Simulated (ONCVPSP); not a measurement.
## Before and after: ONCV potential for Te

tellurium, optimised norm-conserving Vanderbilt (ONCV), made with ONCVPSP 4.0.1 (LDA (Perdew-Wang 92), scalar-relativistic). Core [Ar] 3d10, reference 4s2 4p6 4d10 5s2 5p4. Waves: 4s+5s: rc 1.40 bohr, ncon 5, nbas 9, qcut 9.5 1/bohr, 2 projectors; 4p+5p: rc 1.45 bohr, ncon 4, nbas 8, qcut 12 1/bohr, 2 projectors; 4d: rc 0.90 bohr, ncon 4, nbas 9, qcut 12.7 1/bohr, 1 projector. Local part: polynomial inside 0.85 bohr (lpopt 5, dvloc0 0 Ha). Core correction: Teter function fitted to the true core (icmod 2), fcfact 0.35.

Change: s: rc 0.92.

Cutoffs: the cutoffs (Ha) at which the residual kinetic energy of the hardest occupied pseudo-wave falls to 1 and 0.1 mHa per electron; they do not see the model core or the augmentation charge, which bear on the density cutoff. Errors are all-electron minus pseudo energies relative to the spin-unpolarised reference configuration.

Predict the effect on cutoff, ghosts and configuration errors.

The potential gets harder (56 Ha and 67 Ha → 191 Ha and 259 Ha); the errors of the 4 common tests hardly move; neither file shows a bound ghost. A smaller radius makes the pseudo-wave follow the all-electron one further in, where it bends more sharply, so more plane waves are needed.

```tsv
quantity	base	changed
cutoff, loose	56 Ha	191 Ha
cutoff, tight	67 Ha	259 Ha
loose cutoff by channel	s 35 Ha, p 28 Ha, d 56 Ha	s 191 Ha, p 28 Ha, d 56 Ha
bound ghosts	none	none
GHOST(+) flags under 300 eV	s at 193.4 eV	s at 291.4 eV
error for 4s2 4p6 4d10 5s2 5p3, meV [ΔE 9.91 eV]	-2.3	-2.3
error for 4s2 4p6 4d10 5s2 5p2, meV [ΔE 28.08 eV]	-6.7	-7.1
error for 4s2 4p6 4d10 5s2 5p1, meV [ΔE 55.31 eV]	-14	-15
error for 4s2 4p6 4d10 5s2 5p0, meV [ΔE 92.21 eV]	-24	-27
p: phases at 1.47 bohr within 0.05 rad from the reference energy up to (Ha; the scan ends near 5)	to the end of the scan	to the end of the scan
d: phases at 0.91 bohr within 0.05 rad from the reference energy up to (Ha; the scan ends near 5)	to the end of the scan	to the end of the scan
rms error of d²Exc/dni dnj with the model core, mHa	0.65	0.69
```
